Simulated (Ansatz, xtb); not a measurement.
**C6H3ClSe: 5 structures ranked**

5 gas-phase structures of C6H3ClSe, from a drawn sample of its isomers (lower ones may exist). Each was relaxed with GFN2-xTB:

A. `C#Cc1c[se]c(Cl)c1`, a singlet
B. `C#Cc1[se]ccc1Cl`, a singlet
C. `C#Cc1cc(Cl)c[se]1`, a singlet
D. `C#Cc1ccc(Cl)[se]1`, a singlet
E. `C#Cc1c[se]cc1Cl`, a singlet

Question: Which do you expect lowest at r2SCAN-D4/def2-SVP, and how would the others follow?

Answer: Calculated order at r2SCAN-D4/def2-SVP: B (0.0), C (0.3), D (1.7), E (2.4), A (4.0) kcal/mol. Less than 1 kcal/mol parts B and C; D and E, so the order within those pairs means little.

Energies above the lowest of each column, in kcal/mol; the last columns are at PBE-D3(BJ)/def2-SVP geometries:

```csv
structure,GFN2-xTB,HF/STO-3G,r2SCAN-D4/def2-SVP,PBE-D3(BJ)/def2-SVP,CCSD(T)/def2-SVP + ΔMP2/def2-TZVPP
B,0.1,0.4,0.0,0.0,0.0
C,0.0,0.0,0.3,0.2,0.2
D,2.1,2.2,1.7,1.3,2.0
E,0.4,1.4,2.4,2.4,1.0
A,2.5,2.9,4.0,3.8,2.8
```

CCSD(T)/def2-SVP + ΔMP2/def2-TZVPP has B and C and E within 1 kcal/mol of each other at the bottom, and every level picks one of them. CCSD(T)/def2-SVP + ΔMP2/def2-TZVPP orders those it was run on as B (0.0), C (0.2), E (1.0), D (2.0), A (2.8) kcal/mol. Less than 1 kcal/mol parts B and C; C and E; D and A, so the order within those pairs means little. ΔMP2 is the change of the MP2 energy from the smaller to the larger basis.

Over these structures GFN2-xTB departs from r2SCAN-D4/def2-SVP by 0.9 kcal/mol on average once a common shift is removed. A GFN2-xTB relaxation took about 0.34 s and the r2SCAN-D4/def2-SVP energy about 6.3 s on a shared host (Ansatz 0.2.0, xtb 6.7.1).
